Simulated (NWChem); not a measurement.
**Correlation energy of HP**

```xyz
2

P      0.0000     0.0000     0.0898
H      0.0000     0.0000    -1.3473
```
Charge 0, spin multiplicity 3.

The numbers come from NWChem runs, not from measurements. Structure: optimised with UPBE0/def2-SVP, a minimum by its harmonic frequencies.

Basis set: def2-SVP. Each correlation energy counts from its own Hartree-Fock reference.

The correlated methods keep 5 core orbitals frozen. This spin state was chosen for the runs; another may lie lower. The structure started from a generated list of species. The unpaired electrons of the parent sit in orbitals of symmetry b1 and b2 (C2v labels of the run); other states weren't searched. The stability of the SCF solutions was not checked. Open-shell Hartree-Fock references start from PBE0 orbitals. No row is a measurement; the coupled-cluster row has its own basis-set and correlation limits.

**Question.** Order these methods by the correlation energy they give, lowest first: UMP2, SCS-UMP2, CCSD on UHF, CCSD[T] on UHF, CCSD on ROHF.

**Answer.** CCSD on ROHF (-108.5 mHa), CCSD[T] on UHF (-104.5 mHa), CCSD on UHF (-102.5 mHa), SCS-UMP2 (-82.2 mHa), UMP2 (-80.3 mHa)
